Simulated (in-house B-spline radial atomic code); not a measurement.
Binding energies in Sb+

NIST's tabulated ground configuration is [Kr] 4d10 5s2 5p2; each binding energy is the energy of the ion with one electron taken from that subshell, relaxed, less that of the parent. All numbers are computed (Dirac-Hartree-Fock, average of configuration; Fermi nucleus of rms radius 4.6802 fm) with an all-electron radial atomic-structure program (B-spline basis), not measured. Energies include first-order Breit, QED and recoil terms.

```
subshell  X-ray name  binding energy (eV)  -ε (eV)  relaxation (eV)
      1s           K              30508.3  30677.0             66.2
      2s          L1               4723.3   4769.4             35.5
      3s          M1                965.8    982.8             15.3
   3d3/2          M4                555.3    572.5             16.8
   3d5/2          M5                  546    562.7             16.6
      4s          N1                179.9    185.1              4.9
   4d3/2          N4                 49.9    53.53             3.64
   4d5/2          N5                48.67    52.18             3.56
      5s          O1                23.97    24.53             0.52
      5p        O2,3                 15.4    15.72             0.31
```

Relaxation = -ε minus the binding energy without Breit, QED and recoil terms.

Question: What does it cost to remove two 1s electrons?

Answer: 61839 eV, which is 822.5 eV more than the two single binding energies together.
